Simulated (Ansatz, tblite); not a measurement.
Removing and adding an electron: AlMe2(sacsac) (C7H13AlS2). The state is a singlet with charge 0. Geometry: PBE-D4/def2-SVP. Ansatz, gas phase; energy differences of separate SCF runs; the oxidised species was run as a doublet alone; the reduced species was run as a doublet alone.

Cartesian coordinates in Å:
```
Al 1.4414 0.8910 0.6622
C 2.5424 -0.5604 -0.0936
H 1.9331 -1.3358 -0.6047
H 3.1321 -1.0735 0.6970
H 3.2712 -0.1714 -0.8376
C 2.2071 2.4280 1.6293
H 1.4391 3.1491 1.9770
H 2.9238 2.9878 0.9901
H 2.7776 2.0942 2.5230
S -0.2753 -0.0429 1.9590
C -1.2069 -0.9351 0.8260
C -2.0031 -2.0603 1.4405
C -1.3592 -0.7108 -0.5549
C -1.0187 0.3862 -1.3769
C -1.6853 0.4449 -2.7311
S 0.0197 1.6987 -1.0324
H -2.8208 -2.4079 0.7801
H -1.3317 -2.9207 1.6481
H -2.4232 -1.7509 2.4181
H -2.0265 -1.4382 -1.0488
H -2.7608 0.1829 -2.6694
H -1.2056 -0.2971 -3.4064
H -1.5706 1.4420 -3.1945
```

The xTB rows come from tblite. LC-ωPBE has ω = 0.4 bohr⁻¹. Single mean-field runs in def2-TZVP are fitted with def2-universal-jkfit.

Question: Estimate orbital energies and vertical ionisation energies and electron affinities at: GFN1-xTB; GFN2-xTB; PBE-D4/def2-TZVP; PBE0-D4/def2-TZVP; LC-ωPBE/def2-TZVP.

Answer: 
```tsv
level	−HOMO (eV)	vertical IE (eV)	−LUMO (eV)	vertical EA (eV)	HOMO–LUMO gap (eV)	IE − EA (eV)	remarks
GFN1-xTB	10.50	12.97	9.07	6.43	1.43	6.54	–
GFN2-xTB	9.69	12.17	8.54	6.04	1.15	6.13	–
PBE-D4/def2-TZVP	5.66	7.94	3.60	1.36	2.05	6.58	HOMO above zero (-1 doublet)
PBE0-D4/def2-TZVP	6.69	8.21	2.94	1.53	3.75	6.69	–
LC-ωPBE/def2-TZVP	9.07	8.43	1.10	1.81	7.97	6.62	spin-contaminated (⟨S²⟩ 0.96) (+1 doublet)
```

Relaxing the oxidised species (PBE-D4/def2-SVP) changes its energy by -0.28 eV at PBE-D4/def2-TZVP, so the adiabatic ionisation energy to this nearest minimum is 7.66 eV. At PBE0-D4/def2-TZVP it is 7.95 eV.     A HOMO above zero means that the electron is unbound at that level or that self-interaction error raises the level; the energy of removing that electron tells which. Raw xTB energy differences between charge states are shifted by several eV; the methods need an empirical correction for them. Sets without diffuse functions give affinities that are too small.
